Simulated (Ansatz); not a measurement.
Basis sets compared for Pb₅O₈H₆, a hydroxylated oxide cluster. The state is a singlet with charge 0. Geometry PBE-D4/def2-SVP. Ansatz on 2 threads of AMD EPYC 7R13 on a shared host and a share (18 GiB) of an NVIDIA H100 80GB HBM3; times are rough, and most runs start from earlier orbitals.

```xyz
19

Pb    0.021   -0.043    0.280
Pb   -1.186    2.911   -0.742
Pb   -2.813   -0.724   -1.532
Pb    1.008   -2.534   -1.732
Pb    2.588    1.205   -1.624
O     0.130    2.681    1.154
O     0.476    1.633   -1.394
O    -2.170    0.957   -0.283
O    -0.699   -1.153   -1.737
O    -2.495   -2.273    0.418
O     2.576    2.102    0.721
O     2.089   -0.785   -0.857
O    -0.028   -2.908    0.309
H    -0.207    2.974    2.022
H     1.593    2.412    0.945
H    -1.497   -2.617    0.398
H    -2.590   -1.814    1.274
H     2.785    1.419    1.386
H     0.419   -3.442    0.993
```

In the def2 sets Pb takes a core potential; there is no spin–orbit coupling. Single mean-field runs in def2-TZVP are fitted with def2-universal-jkfit.

Binding counts from free atoms (Pb triplet, O triplet, H doublet) in the same basis, without a counterpoise term.

```
           level  functions  energy (Eh)  HOMO (eV)  LUMO (eV)  binding per atom (eV)  wall time
 PBE-D4/def2-SVP        272   -1569.2361      -4.57      -1.23                   3.77      4.4 s
PBE0-D4/def2-SVP        272   -1569.0200      -5.67      -0.50                   3.51        7 s
```

Q: Estimate the rows for PBE-D4/def2-TZVP (with forces), PBE0-D4/def2-TZVP.

A: 
| level | functions | energy (Eh) | HOMO (eV) | LUMO (eV) | binding per atom (eV) | wall time |
| --- | --- | --- | --- | --- | --- | --- |
| PBE-D4/def2-TZVP (with forces) | 534 | -1570.0254 | -4.79 | -1.53 | 3.76 | 8 s |
| PBE0-D4/def2-TZVP | 534 | -1569.7960 | -5.88 | -0.83 | 3.52 | 8.5 s |
